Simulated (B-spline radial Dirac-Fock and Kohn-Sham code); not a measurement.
# Ag 4s: cross section and angular parameters

System: the free silver atom, [Kr] 4d10 5s1; threshold 97.00 eV (tabulated edge). These are calculated numbers from a radial atomic solver; the model is Dirac-Hartree-Slater photoionisation with a Latter tail; cross sections with all multipoles, angular parameters from the dipole term and its interference with E2.

The run's input, task.json:

```json
{"items": [{
  "Z": 47,
  "q": 0,
  "cfg": [[1, 0, 2], [2, 0, 2], [2, 1, 6], [3, 0, 2], [3, 1, 6], [3, 2, 10], [4, 0, 2], [4, 1, 6], [4, 2, 10], [5, 0, 1]],
  "A": 107,
  "rrms": 4.5454,
  "do": "xps",
  "hv": [53.6, 55.9, 56.2, 60, 68.7, 100, 106.0, 143.0, 181.0, 200, 486.0, 573.0, 660.0, 936.0, 1000, 1240.0, 1310.0, 1486.9, 1580.0, 1700.0, 1890.0, 2270.0, 2680.0, 2984.4, 3320.0, 6000, 6110.0, 8280.0, 9251.7, 10900.0],
  "edges": {"K": 25514.0, "L1": 3806.0, "L2": 3524.0, "L3": 3351.0, "M1": 719.0, "M2": 603.8, "M3": 573.0, "M4": 374.0, "M5": 368.3, "N1": 97.0, "N2": 63.7}
}]}
```

Run with: `python xray2_run.py task.json out`

For linearly polarised light dσ/dΩ = σ/(4π) [1 + β P₂(cos θ) + (δ + γ cos²θ) sin θ cos φ], with θ from the polarisation vector and φ the angle between the beam and the projection of the electron momentum on the plane normal to the polarisation.

| hν (eV) | σ (kb) | β | γ |
| --- | --- | --- | --- |
| 106 | 161 | 1.908 | -0.117 |
| 143 | 163 | 1.956 | 0.104 |
| 181 | 152 | 1.970 | 0.219 |
| 200 | 143 | 1.974 | 0.252 |
| 486 | 52.9 | 1.988 | 0.300 |
| 573 | 41.8 | 1.989 | 0.274 |
| 660 | 33.7 | 1.990 | 0.245 |
| 936 | 19.3 | 1.991 | 0.153 |
| 1000 | 17.3 | 1.992 | 0.134 |
| 1240 | 12.0 | 1.992 | 0.069 |
| 1310 | 10.9 | 1.992 | 0.052 |
| 1486.9 | 8.76 | 1.993 | 0.016 |
| 1580 | 7.87 | 1.993 | -0.001 |
| 1700 | 6.90 | 1.993 | -0.020 |
| 1890 | ? | ? | ? |
| 2270 | 4.10 | 1.993 | -0.079 |
| 2680 | 3.01 | 1.994 | -0.095 |
| 2984.4 | 2.46 | 1.994 | -0.096 |
| 3320 | 2.01 | 1.994 | -0.088 |
| 6000 | 0.622 | 1.994 | 0.136 |
| 6110 | 0.599 | 1.994 | 0.148 |
| 8280 | 0.317 | 1.994 | 0.411 |
| 9251.7 | 0.249 | 1.994 | 0.531 |
| 10900 | 0.174 | 1.994 | 0.731 |

**Question.** Give the values at 1890 eV.

**Answer.** σ = 5.71 kb, β = 1.993, γ = -0.045. For an s subshell δ is negligible.
